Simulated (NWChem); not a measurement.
System: CH$_{7}$NSn; SMILES [SnH3][NH]C

Here is an NWChem input.

```
start job
memory heap 200 mb stack 900 mb global 1100 mb
geometry units angstroms noautosym nocenter noautoz
  Sn     0.012088     0.612888     0.019709
  N     -0.609217    -1.333122     0.073439
  C      0.344792    -2.413973    -0.021978
  H     -1.410658     1.559470     0.133120
  H      1.034496     0.817117     1.379397
  H      0.881165     1.011098    -1.418310
  H     -1.429047    -1.500800    -0.503735
  H      0.816253    -2.555492    -1.017660
  H     -0.127276    -3.374775     0.250467
  H      1.165219    -2.260806     0.699364
end
basis spherical
  * library def2-svpd
end
ecp
  Sn library def2-ecp
end
dft
  xc xpbe96 cpbe96
  iterations 150
end
property
  response 1 0.0
end
task dft property
```

Parts of the log:

```
             Northwest Computational Chemistry Package (NWChem) 7.3.0
             --------------------------------------------------------

                             Geometry "geometry" -> ""
                             -------------------------

 Output coordinates in angstroms (scale by  1.889725989 to convert to a.u.)

  No.       Tag          Charge          X              Y              Z
 ---- ---------------- ---------- -------------- -------------- --------------
    1 Sn                  50.0000     0.01208800     0.61288800     0.01970900
    2 N                    7.0000    -0.60921700    -1.33312200     0.07343900
    3 C                    6.0000     0.34479200    -2.41397300    -0.02197800
    4 H                    1.0000    -1.41065800     1.55947000     0.13312000
    5 H                    1.0000     1.03449600     0.81711700     1.37939700
    6 H                    1.0000     0.88116500     1.01109800    -1.41831000
    7 H                    1.0000    -1.42904700    -1.50080000    -0.50373500
    8 H                    1.0000     0.81625300    -2.55549200    -1.01766000
    9 H                    1.0000    -0.12727600    -3.37477500     0.25046700
   10 H                    1.0000     1.16521900    -2.26080600     0.69936400

 Effective nuclear repulsion energy (a.u.)     265.9691493628

                                 NWChem DFT Module
                                 -----------------

 Summary of "ao basis" -> "ao basis" (spherical)
 ------------------------------------------------------------------------------
       Tag                 Description            Shells   Functions and Types
 ---------------- ------------------------------  ------  ---------------------
 Sn                        def2-svpd                12       32   5s4p3d
 N                         def2-svpd                 8       20   4s2p2d
 C                         def2-svpd                 8       20   4s2p2d
 H                         def2-svpd                 4        8   2s2p

            General Information
            -------------------
          SCF calculation type: DFT
          Wavefunction type:  closed shell.
          No. of atoms     :    10
          No. of electrons :    42
           Alpha electrons :    21
            Beta electrons :    21
          Charge           :     0
          Spin multiplicity:     1
          Use of symmetry is: off; symmetry adaption is: off
          Maximum number of iterations: 150
          AO basis - number of functions:   128
                     number of shells:    56
          Convergence on energy requested:  1.00D-06
          Convergence on density requested:  1.00D-05
          Convergence on gradient requested:  5.00D-04

              XC Information
              --------------
          PerdewBurkeErnzerhof Exchange Functional  1.000
            Perdew 1991 LDA Correlation Functional  1.000 local
           PerdewBurkeErnz. Correlation Functional  1.000 non-local

             Grid Information
             ----------------
          Grid used for XC integration:  medium
          Radial quadrature: Mura-Knowles
          Angular quadrature: Lebedev.
          Tag              B.-S. Rad. Rad. Pts. Rad. Cut. Ang. Pts.
          ---              ---------- --------- --------- ---------
          Sn                  1.45      123          11.0       590
          N                   0.65       49          10.0       434
          C                   0.70       49          12.0       434
          H                   0.35       45          13.0       434
          Grid pruning is: on
          Number of quadrature shells:   536
          Spatial weights used:  Erf1

      Superposition of Atomic Density Guess
      -------------------------------------

 Sum of atomic energies:        -344.45724882

      Non-variational initial energy
      ------------------------------

 Total energy =    -310.005527
 1-e energy   =    -785.222837
 2-e energy   =     333.452029
 HOMO         =      -0.284966
 LUMO         =       0.019882

   convergence    iter        energy       DeltaE   RMS-Dens  Diis-err
 ---------------- ----- ----------------- --------- --------- ---------
 d= 0,ls=0.0,diis     1   -311.0705313826 -4.53D+02  1.72D-02  3.65D-01
 d= 0,ls=0.0,diis     2   -310.9843534492  8.62D-02  1.00D-02  1.07D+00
 d= 0,ls=0.0,diis     3   -311.1115719387 -1.27D-01  2.12D-03  7.72D-02
 d= 0,ls=0.0,diis     4   -311.1202239434 -8.65D-03  7.09D-04  5.15D-03
 d= 0,ls=0.0,diis     5   -311.1209068148 -6.83D-04  1.78D-04  4.00D-04
  Resetting Diis
 d= 0,ls=0.0,diis     6   -311.1209533610 -4.65D-05  5.68D-05  4.47D-05
 d= 0,ls=0.0,diis     7   -311.1209592792 -5.92D-06  2.31D-05  1.52D-06
 d= 0,ls=0.0,diis     8   -311.1209591211  1.58D-07  1.34D-05  2.81D-06
 d= 0,ls=0.0,diis     9   -311.1209594411 -3.20D-07  3.58D-06  1.85D-07

         Total DFT energy =     -311.120959441135
      One electron energy =     -787.975105516208
           Coulomb energy =      367.875380935670
    Exchange-Corr. energy =      -32.786515533980
 Nuclear repulsion energy =      141.765280673384

 Numeric. integr. density =       42.000036742984

                       DFT Final Molecular Orbital Analysis
                       ------------------------------------

[...]

 DFT Linear Response polarizability / au
 Frequency  =       0.0000000 / au
              X              Y              Z
 -----------------------------------------------
 X      62.9979974     -1.4693475     -0.6062734
 Y      -1.4693549     78.7733756     -0.9367240
 Z      -0.6062628     -0.9367166     61.4873659
 -----------------------------------------------
 Eigenvalues =      63.1417221     78.9531776     61.1638392
 Isotropic   =      67.7529130
 Anisotropic =      16.8874910
 -----------------------------------------------

 Magnetic Dipole Response Matrix (nonzero elements):

 Exiting AOResponse driver routine
```

Level: PBE/def2-SVPD with def2 effective core potentials on Sn. The geometry was optimised at PBE0/def2-SVP. No frequency run checked for a minimum. def2 effective core potentials on Sn; no spin-orbit coupling.
